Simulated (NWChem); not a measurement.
C₄H₄S₂; SMILES c1(sccc1)S

```xyz
10

S      0.1861    -2.1188    -0.3901
C     -0.0675    -0.3799    -0.1665
C     -1.2671     0.2635     0.0134
C     -1.1385     1.6826     0.0754
C      0.1571     2.1038    -0.0625
S      1.2439     0.7745    -0.2878
H      0.6637    -2.4093     0.8435
H     -2.2067    -0.2701     0.1019
H     -1.9741     2.3583     0.2225
H      0.5350     3.1177    -0.0414
```
Atoms are numbered in this order, from 1.

All runs use the structure optimised with B3LYP/6-31G* (spherical d).

Question: Give the principal values of the shielding tensors (ppm) of S1, C2, C3, C4, C5 from Hartree-Fock/6-31G* (spherical d), GIAO (NWChem), with their diamagnetic and paramagnetic parts as GIAO splits them.

Answer: 
| atom | σ11 | σ22 | σ33 | isotropic | diamagnetic | paramagnetic |
|---|---|---|---|---|---|---|
| S1 | 528.1 | 565.2 | 855.4 | 649.6 | 1054.8 | -405.3 |
| C2 | -26.8 | 79.7 | 147.2 | 66.7 | 263.0 | -196.3 |
| C3 | -31.0 | 63.7 | 157.5 | 63.4 | 255.9 | -192.5 |
| C4 | -10.5 | 72.8 | 171.8 | 78.0 | 255.9 | -177.9 |
| C5 | -39.0 | 58.5 | 164.1 | 61.2 | 261.0 | -199.8 |
